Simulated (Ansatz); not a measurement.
Reaction (hydrogenolysis of the In–Cl bond): `[F][In]([Cl])[GeH3]` + H₂ → `[F][InH][GeH3]` + HCl

Calculated with Ansatz (gas phase, PBE0-D4/def2-TZVP geometries, no zero-point term in ΔE). CCSD(T)/CBS is the MP2 limit (def2-TZVPP, def2-QZVPP) plus CCSD(T) − MP2 in def2-TZVPP, frozen cores. This one scheme is used for every species. DFT in def2-TZVPP. B3LYP here is the variant with VWN-RPA as its local correlation; programs differ in this. HSE06 is defined as in plane-wave codes. Elements past krypton have def2 core potentials. For Ge, In outer-core shells are correlated without core-valence functions, which leaves a few kJ/mol of doubt a bond. Scalar relativity is left out up to krypton.

CCSD(T)/CBS gives +107.4 kJ/mol.

Problem. Another level gave +105.6 kJ/mol. Which?
A. HSE06/def2-TZVPP
B. MP2/def2-TZVPP
C. B3LYP-D4/def2-TZVPP
D. RPA@PBE/def2-TZVPP

Solution. C. B3LYP-D4 105.6, RPA@PBE/def2-TZVPP 95.4, HSE06 99.7, MP2/def2-TZVPP 111.3 kJ/mol.

Largest T1 diagnostic among the species: 0.015.

Leaving LDA and LC-ωPBE aside and taking each functional with its dispersion term where it has one, the values, not all of them listed here, spread over 9.4 kJ/mol, from B97M-V to r2SCAN-D4. LDA lies −9.0 kJ/mol from PBE without D4. At CCSD(T), def2-SVP lies −3.9 kJ/mol from the extrapolated value and def2-TZVPP −6.6 kJ/mol.
